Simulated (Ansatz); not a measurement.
Cost and result for the atomization energy of `CB(Br)CF` (10 atoms, 9 bonds).

Cartesian coordinates in Å:
```
C 0.7894 -0.9513 0.6642
B 0.0149 -0.2545 -0.4776
Br -0.1145 -1.0365 -2.2317
C -0.7423 1.1063 -0.3130
F -0.6344 1.6314 0.9684
H 1.4046 -1.7935 0.3516
H 0.0511 -1.3138 1.3926
H 1.3943 -0.2242 1.2147
H -1.8083 0.9871 -0.5464
H -0.3549 1.8492 -1.0226
```

Charge 0, multiplicity 1. Correlated methods include outer-core shells of Br, which these sets cover unevenly. Scalar relativity is left out up to krypton. All single points use the PBE0-D4/def2-TZVP geometry. It is one conformer, not always the lowest. Program: Ansatz. All runs use 4 threads of an Arm Neoverse N1 on a shared host. Times are those of one run each, without the atoms' runs, and a repeat can differ threefold. Electronic energies, without spin–orbit coupling; frozen cores. CCSD(T)/CBS adds CCSD(T) − MP2 in def2-TZVPP to the MP2 limit, and its time is that of the two runs behind it. T1 = 0.010. With those shells the extrapolation isn't a true limit. B3LYP takes the VWN-RPA correlation (the form of Gaussian; ORCA's B3LYP/G).

CCSD(T)/CBS is a level of theory with its own doubt, some kJ/mol a heavy atom from the limit and from the frozen cores, so smaller differences don't rank the functionals.

```
                             level  functions  wall time  atomization (kJ/mol)  difference from CCSD(T)/CBS  per bond
   PBE-D4/def2-TZVPP (with forces)        242      4.2 s                3870.0                         98.0      10.9
                PBE0-D4/def2-TZVPP        242      5.5 s                3809.0                         37.0       4.1
 B3LYP-D4/def2-TZVPP (with forces)        242        8 s                3775.2                          3.2       0.4
r2SCAN-D4/def2-TZVPP (with forces)        242      8.5 s                3807.9                         35.9       4.0
                 B2PLYP/def2-TZVPP        242       10 s                3741.4                        -30.6      -3.4
                ωB97X-V/def2-TZVPP        242       14 s                3780.9                          8.9       1.0
  ωB97M-V/def2-TZVPP (with forces)        242       20 s                3786.8                         14.8       1.6
                    MP2/def2-QZVPP        467       39 s                3814.3                         42.3       4.7
                CCSD(T)/def2-TZVPP        242    6.3 min                3683.8                        -88.2      -9.8
                 CCSD(T)/CBS(def2)          –      7 min                3772.0                          0.0       0.0
```

The D4 term adds +30.7 kJ/mol with B3LYP and +16.1 kJ/mol with PBE0; it sums over pairs of atoms, weighted by their polarisabilities, and B3LYP, whose exchange is more repulsive, gets the larger term. In def2-TZVPP, CCSD(T) changes the Hartree–Fock value by +834.6 kJ/mol (the triples alone add +52.7 kJ/mol) and MP2 by +914.0 kJ/mol; breaking electron pairs costs correlation energy, which Hartree–Fock lacks. From PBE to PBE0 (25 % exact exchange), in def2-TZVPP and without D4, the atomization energy moves by −58.0 kJ/mol: exact exchange takes away binding that semilocal exchange gives to molecules.
